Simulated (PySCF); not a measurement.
A structure optimised at PBE0-D3(BJ)/def2-TZVP, used in a PySCF frequency run:

```xyz
6

Ga     0.0000     0.0000     1.2293
Ga     0.0000     0.0000    -1.2293
H     -0.9449     0.9449     2.0685
H      0.9449    -0.9449     2.0685
H     -0.9449    -0.9449    -2.0685
H      0.9449     0.9449    -2.0685
```

Question: Write its SMILES, formula and point group.

Answer: [GaH2][GaH2], Ga2H4, D2d

Question: What are its rotational constants (standard atomic weights)?

Answer: 70.186, 2.1823, 2.1823 GHz
